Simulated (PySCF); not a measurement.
PySCF input for Cl4HSi2, SMILES Cl[SiH][Si](Cl)(Cl)Cl, multiplicity 2, TDA-M06-2X/def2-SVPD. Geometry optimised at ωB97X-D3(BJ)/def2-SVP. The isomer is the one that the SMILES or the coordinates give; other isomers of the formula were not compared. One conformer was computed; it need not be the lowest.

```python
import numpy as np
from pyscf import gto, scf, dft, tdscf

mol = gto.M(
    atom='''
    Cl    2.62262600   -1.26523438   -0.21174740
    Si    1.62613521    0.47802137   -0.69570195
    Si   -0.54802587    0.25013534    0.04426199
    Cl   -0.65087275   -0.06431346    2.06471991
    Cl   -1.42604100   -1.33322481   -0.90383495
    Cl   -1.57032547    1.96682945   -0.40867955
    H     2.32489378    1.63684041   -0.06762683
    ''',
    basis='def2-SVPD',
    charge=0,
    spin=1,
    max_memory=1600,
    verbose=4,
)
mf = dft.UKS(mol, xc='m06-2x').density_fit(auxbasis='def2-universal-jkfit')
mf.grids.level = 4
mf.conv_tol = 1e-9
mf.max_cycle = 100
mf.kernel()
fine, coarse = mf.grids, dft.Grids(mol).set(level=1).build(with_non0tab=True)
for _ in range(3):  # follow internal instabilities
    mf.grids = coarse
    mo, _, stable, _ = mf.stability(return_status=True, nroots=4)
    mf.grids = fine
    if stable:
        break
    mf.kernel(mf.make_rdm1(mo, mf.mo_occ))
mf.grids = dft.Grids(mol).set(level=2).build(with_non0tab=True)  # coarser grid for the response kernel
td = tdscf.TDA(mf)
td.nstates = 10
td.conv_tol = 1e-4
td.positive_eig_threshold = 1e-6
td.kernel(x0=td.get_init_guess(mf, 15))
td.analyze()
```

Program output:

```
PySCF version 2.14.0

[INPUT] verbose = 4
[INPUT] num. atoms = 7
[INPUT] num. electrons = 97
[INPUT] charge = 0
[INPUT] spin (= nelec alpha-beta = 2S) = 1
[INPUT] symmetry False subgroup None
[INPUT] Mole.unit = angstrom
[INPUT] Symbol           X                Y                Z      unit          X                Y                Z       unit  Magmom
[INPUT]  1 Cl     2.622626000000  -1.265234380000  -0.211747400000 AA    4.956044867164  -2.390946461584  -0.400144593589 Bohr   0.0
[INPUT]  2 Si     1.626135210000   0.478021370000  -0.695701950000 AA    3.072950188412   0.903329470989  -1.314686149826 Bohr   0.0
[INPUT]  3 Si    -0.548025870000   0.250135340000   0.044261990000 AA   -1.035618803476   0.472687286675   0.083643038828 Bohr   0.0
[INPUT]  4 Cl    -0.650872750000  -0.064313460000   2.064719910000 AA   -1.229971239443  -0.121534825523   3.901755153837 Bohr   0.0
[INPUT]  5 Cl    -1.426041000000  -1.333224810000  -0.903834950000 AA   -2.694826932401  -2.519429753375  -1.708000517310 Bohr   0.0
[INPUT]  6 Cl    -1.570325470000   1.966829450000  -0.408679550000 AA   -2.967485064729   3.716768994229  -0.772292422210 Bohr   0.0
[INPUT]  7 H      2.324893780000   1.636840410000  -0.067626830000 AA    4.393412512905   3.093180084521  -0.127796187373 Bohr   0.0

nuclear repulsion = 689.434194079837
number of shells = 68
number of NR pGTOs = 274
number of NR cGTOs = 164
basis = def2-SVPD
ecp = {}


[settings echo left out]
init E= -2420.31327272998
  alpha nocc = 49  HOMO = -0.172485168823388  LUMO = -0.0428014776894892
  beta  nocc = 48  HOMO = -0.316820281142291  LUMO = -0.172485168823389

WARN: HOMO -0.172485168823388 >= LUMO -0.172485168823389

cycle= 1 E= -2419.65928198228  delta_E= 0.654  |g|= 0.339  |ddm|= 2.48
  alpha nocc = 49  HOMO = -0.330937972658806  LUMO = -0.0698498831605754
  beta  nocc = 48  HOMO = -0.387321441257424  LUMO = -0.177221520456848
  HOMO = -0.330937972659  LUMO = -0.177221520457  gap/eV = 4.18284
cycle= 2 E= -2419.64506151247  delta_E= 0.0142  |g|= 0.398  |ddm|=  1.2
  alpha nocc = 49  HOMO = -0.285992381329412  LUMO = -0.0187763213258365
  beta  nocc = 48  HOMO = -0.362867012532482  LUMO = -0.120098910479492
  HOMO = -0.285992381329  LUMO = -0.120098910479  gap/eV = 4.51419
cycle= 3 E= -2419.74081350181  delta_E= -0.0958  |g|= 0.0239  |ddm|= 0.615
  alpha nocc = 49  HOMO = -0.284480215340758  LUMO = -0.01637902017726
  beta  nocc = 48  HOMO = -0.363480659666688  LUMO = -0.112436294671392
  HOMO = -0.284480215341  LUMO = -0.112436294671  gap/eV = 4.68155
cycle= 4 E= -2419.74154971166  delta_E= -0.000736  |g|= 0.0116  |ddm|= 0.0932
  alpha nocc = 49  HOMO = -0.287611947716696  LUMO = -0.0161243110857945
  beta  nocc = 48  HOMO = -0.36345474144774  LUMO = -0.113961546370446
  HOMO = -0.287611947717  LUMO = -0.11396154637  gap/eV = 4.72527
cycle= 5 E= -2419.74171816854  delta_E= -0.000168  |g|= 0.00404  |ddm|= 0.0395
  alpha nocc = 49  HOMO = -0.288383093972023  LUMO = -0.0164113122101637
  beta  nocc = 48  HOMO = -0.364026366824479  LUMO = -0.114410609608333
  HOMO = -0.288383093972  LUMO = -0.114410609608  gap/eV = 4.73403
cycle= 6 E= -2419.74174805604  delta_E= -2.99e-05  |g|= 0.00164  |ddm|= 0.0173
  alpha nocc = 49  HOMO = -0.288631965771164  LUMO = -0.0165088209796753
  beta  nocc = 48  HOMO = -0.364047015783144  LUMO = -0.114951929915813
  HOMO = -0.288631965771  LUMO = -0.114951929916  gap/eV = 4.72607
cycle= 7 E= -2419.74175272235  delta_E= -4.67e-06  |g|= 0.000624  |ddm|= 0.00658
  alpha nocc = 49  HOMO = -0.288618770618523  LUMO = -0.0164770263155263
  beta  nocc = 48  HOMO = -0.364001865196486  LUMO = -0.115004080846131
  HOMO = -0.288618770619  LUMO = -0.115004080846  gap/eV = 4.72430
cycle= 8 E= -2419.74175349116  delta_E= -7.69e-07  |g|= 0.000157  |ddm|= 0.00276
  alpha nocc = 49  HOMO = -0.288634208609839  LUMO = -0.0164767339336089
  beta  nocc = 48  HOMO = -0.364002373188418  LUMO = -0.115028140529343
  HOMO = -0.28863420861  LUMO = -0.115028140529  gap/eV = 4.72406
cycle= 9 E= -2419.74175355557  delta_E= -6.44e-08  |g|= 5.59e-05  |ddm|= 0.000936
  alpha nocc = 49  HOMO = -0.288640347053562  LUMO = -0.016480878787108
  beta  nocc = 48  HOMO = -0.364005763169813  LUMO = -0.115041785996492
  HOMO = -0.288640347054  LUMO = -0.115041785996  gap/eV = 4.72386
cycle= 10 E= -2419.74175356086  delta_E= -5.29e-09  |g|= 2.55e-05  |ddm|= 0.000205
  alpha nocc = 49  HOMO = -0.288637642538854  LUMO = -0.0164787835349083
  beta  nocc = 48  HOMO = -0.364002707102737  LUMO = -0.115041197806452
  HOMO = -0.288637642539  LUMO = -0.115041197806  gap/eV = 4.72380
cycle= 11 E= -2419.74175356215  delta_E= -1.29e-09  |g|= 8.45e-06  |ddm|= 0.000112
  alpha nocc = 49  HOMO = -0.288637132686445  LUMO = -0.0164784020844237
  beta  nocc = 48  HOMO = -0.36400215519775  LUMO = -0.115040119129587
  HOMO = -0.288637132686  LUMO = -0.11504011913  gap/eV = 4.72382
cycle= 12 E= -2419.7417535623  delta_E= -1.51e-10  |g|= 3.84e-06  |ddm|= 3.94e-05
  alpha nocc = 49  HOMO = -0.288638143826977  LUMO = -0.0164791117747378
  beta  nocc = 48  HOMO = -0.364002756634546  LUMO = -0.115040937548608
  HOMO = -0.288638143827  LUMO = -0.115040937549  gap/eV = 4.72382
Extra cycle  E= -2419.74175356232  delta_E= -1.55e-11  |g|= 3.25e-06  |ddm|= 1.4e-05
converged SCF energy = -2419.74175356232  <S^2> = 0.75330114  2S+1 = 2.0032984
tot grids = 40560
uhf_internal: lowest eigs of H = [0.26922467 0.29330314 0.36222027 0.3774315 ]
<class 'pyscf.df.df_jk.DFUKS'> wavefunction is stable in the internal stability analysis
tot grids = 76208
Overwritten attributes  positive_eig_threshold  of <class 'pyscf.tdscf.uks.TDA'>


******** <class 'pyscf.tdscf.uks.TDA'> for <class 'pyscf.df.df_jk.DFUKS'> ********
nstates = 10
deg_eia_thresh = 1.000e-03
wfnsym = None
conv_tol = 0.0001
eigh lindep = 1e-12
eigh level_shift = 0
eigh max_cycle = 100


Excitation energies (eV)
[3.68569543 3.87044621 4.9768558  5.1909524  5.31843168 5.45980018
 5.51663266 5.82225147 5.91832798 5.94050822]

** Excitation energies and oscillator strengths **
Excited State   1:      3.68570 eV    336.39 nm  f=0.0077
      39b ->   49b     -0.10182
      48b ->   49b      0.96527
Excited State   2:      3.87045 eV    320.34 nm  f=0.0079
      49a ->   50a     -0.97636
Excited State   3:      4.97686 eV    249.12 nm  f=0.0091
      49a ->   51a     -0.67086
      49a ->   52a      0.62433
      49a ->   53a      0.12851
      49a ->   54a     -0.15890
      44b ->   49b     -0.20469
Excited State   4:      5.19095 eV    238.85 nm  f=0.1061
      49a ->   51a      0.53028
      49a ->   52a      0.66043
      49a ->   53a     -0.42380
      49a ->   54a      0.10892
      49a ->   56a     -0.12153
Excited State   5:      5.31843 eV    233.12 nm  f=0.0058
      49a ->   51a     -0.17028
      49a ->   52a      0.14000
      39b ->   49b      0.16307
      43b ->   49b     -0.40974
      44b ->   49b      0.70341
      45b ->   49b      0.37549
      46b ->   49b     -0.17857
      48b ->   50b     -0.10028
Excited State   6:      5.45980 eV    227.09 nm  f=0.0167
      43b ->   49b      0.51758
      44b ->   49b      0.16465
      45b ->   49b     -0.18027
      46b ->   49b     -0.66415
      47b ->   49b      0.38828
Excited State   7:      5.51663 eV    224.75 nm  f=0.0015
      43b ->   49b     -0.20766
      44b ->   49b     -0.12993
      46b ->   49b      0.31114
      47b ->   49b      0.89180
      47b ->   51b     -0.10648
Excited State   8:      5.82225 eV    212.95 nm  f=0.0046
      40b ->   49b     -0.31222
      43b ->   49b     -0.26787
      44b ->   49b      0.27959
      45b ->   49b     -0.83364
Excited State   9:      5.91833 eV    209.49 nm  f=0.0015
      48a ->   50a      0.49807
      49a ->   54a     -0.20052
      49a ->   55a     -0.20331
      49a ->   57a      0.10444
      49a ->   59a      0.12637
      43b ->   49b      0.39910
      44b ->   49b      0.20478
      46b ->   49b      0.38645
      48b ->   50b     -0.44490
Excited State  10:      5.94051 eV    208.71 nm  f=0.0137
      48a ->   50a     -0.32974
      49a ->   53a     -0.13674
      49a ->   54a      0.12276
      49a ->   55a      0.12487
      49a ->   59a     -0.14105
      43b ->   49b      0.42531
      44b ->   49b      0.40106
      46b ->   49b      0.45835
      48b ->   50b      0.41274

** Transition electric dipole moments (AU) **
state          X           Y           Z        Dip. S.      Osc.
  1         0.2317      0.0417     -0.1737      0.0856      0.0077
  2        -0.2415      0.1448      0.0652      0.0835      0.0079
  3        -0.2453     -0.0104      0.1183      0.0743      0.0091
  4        -0.8403     -0.1134      0.3400      0.8346      0.1061
  5        -0.1303     -0.0178      0.1656      0.0447      0.0058
  6         0.2449     -0.2442      0.0711      0.1247      0.0167
  7        -0.1013     -0.0165     -0.0298      0.0114      0.0015
  8        -0.1489      0.0876      0.0454      0.0319      0.0046
  9        -0.0610      0.0690      0.0397      0.0101      0.0015
 10        -0.1427     -0.2205      0.1579      0.0939      0.0137

** Transition velocity dipole moments (imaginary part, AU) **
state          X           Y           Z        Dip. S.      Osc.
  1         0.0376     -0.0005      0.0100      0.0015      0.0075
  2        -0.0228      0.0166     -0.0236      0.0014      0.0063
  3        -0.0276     -0.0078     -0.0310      0.0018      0.0065
  4        -0.1257     -0.0115      0.0574      0.0192      0.0672
  5        -0.0239      0.0066     -0.0086      0.0007      0.0023
  6         0.0246     -0.0100      0.0004      0.0007      0.0023
  7        -0.0105     -0.0102     -0.0017      0.0002      0.0007
  8        -0.0257      0.0078     -0.0014      0.0007      0.0023
  9        -0.0106      0.0151     -0.0126      0.0005      0.0015
 10        -0.0246     -0.0164      0.0053      0.0009      0.0027

** Transition magnetic dipole moments (imaginary part, AU) **
state          X           Y           Z
  1        -0.2160      0.4010      0.0031
  2        -0.5855     -0.5193     -0.0809
  3         0.0416     -0.2872     -0.1397
  4         0.1673     -0.5355     -0.2759
  5        -0.2528      0.0122     -0.1781
  6         0.0331      0.0584      0.1355
  7         0.0478     -0.0231      0.0566
  8        -0.3213     -0.0653     -0.0309
  9        -0.1885     -0.1721     -0.0869
 10         0.2276     -0.1327      0.0395
```

The calculation finished and met its thresholds.

Cost: around 23 core-minutes (rough).
